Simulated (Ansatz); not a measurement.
Geometry optimisation, RKS BLYP/def2-SVP (Ansatz 0.2.0).

Input:

```yaml
crystal:
  periodic: [false, false, false]
  atoms:
    - { symbol: B, position_ang: [-0.097705, 0.578508, -0.055411] }
    - { symbol: H, position_ang: [-0.565533, -0.988668, 1.703483] }
    - { symbol: Cl, position_ang: [1.524335, -0.201902, -0.30767] }
    - { symbol: "N", position_ang: [-1.151567, 0.237065, -0.918017] }
    - { symbol: H, position_ang: [-1.062213, -0.459457, -1.655766] }
    - { symbol: H, position_ang: [-2.07694, 0.661465, -0.838661] }
    - { symbol: O, position_ang: [-0.251636, 1.541077, 0.936945] }
    - { symbol: Si, position_ang: [0.873121, 2.38843, 1.881429] }
    - { symbol: H, position_ang: [1.669522, 1.455169, 2.742325] }
    - { symbol: H, position_ang: [1.795505, 3.195556, 1.01675] }
    - { symbol: H, position_ang: [0.070608, 3.308096, 2.747508] }
    - { symbol: H, position_ang: [-0.727496, -0.35234, 1.996485] }
basis:
  gaussian: { orbitals: def2-SVP }
hamiltonian:
  xc: blyp
relax:
  f_tol: 0.03
  max_steps: 50
output:
  orbitals: {}
```

Run as:

```bash
$ ansatz run input.yaml --threads 4 --pin off --max-ram 5120MiB --backend cpu --events-out ev --progress --plain --runs-dir out
```

Problem. Where does it end, and by what steps?

Solution. The run converged. The force dipped under the threshold on the way, but the program's further checks kept it going. After 44 steps the energy has fallen by 0.298 eV; H2 moved furthest, 2.01 Å.

```
step  energy less start (eV)  largest force component (eV/Å)  accepted
   0                  0.0000                           1.795       yes
   2                 -0.2207                           0.208       yes
   4                 -0.2609                           0.244       yes
   6                 -0.2702                           0.039       yes
   8                 -0.2724                           0.101       yes
  10                 -0.2740                           0.171       yes
  12                 -0.2754                           0.231       yes
  14                 -0.2774                           0.112       yes
  16                 -0.2616                           0.763        no
  18                 -0.2822                           0.187       yes
  20                 -0.2853                           0.093       yes
  22                 -0.2878                           0.089       yes
  24                 -0.2895                           0.064       yes
  26                 -0.2905                           0.038       yes
  28                 -0.2913                           0.052       yes
  30                 -0.2928                           0.029       yes
  32                 -0.2935                           0.033       yes
  34                 -0.2942                           0.068       yes
  36                 -0.2949                           0.040       yes
  38                 -0.2957                           0.032       yes
  40                 -0.2964                           0.060       yes
  42                 -0.2972                           0.027       yes
  44                 -0.2977                           0.029       yes
```

```xyz
12
Properties=species:S:1:pos:R:3
B 0.174 0.794 -0.395
H -2.273 -0.627 2.709
Cl 1.504 1.382 -1.492
N -0.809 -0.064 -0.923
H -0.812 -0.378 -1.892
H -1.573 -0.423 -0.348
O 0.144 1.191 0.919
Si 1.141 2.203 1.847
H 2.526 1.639 1.949
H 1.188 3.585 1.268
H 0.514 2.245 3.205
H -1.726 -0.184 2.402
```

Whether the end is a true minimum wasn't checked by a vibrational analysis.

Run time: 95 s on 4 threads of Intel(R) Xeon(R) Platinum 8259CL CPU @ 2.50GHz (Skylake/Cascade Lake) (shared host), peak memory 0.21 GiB.
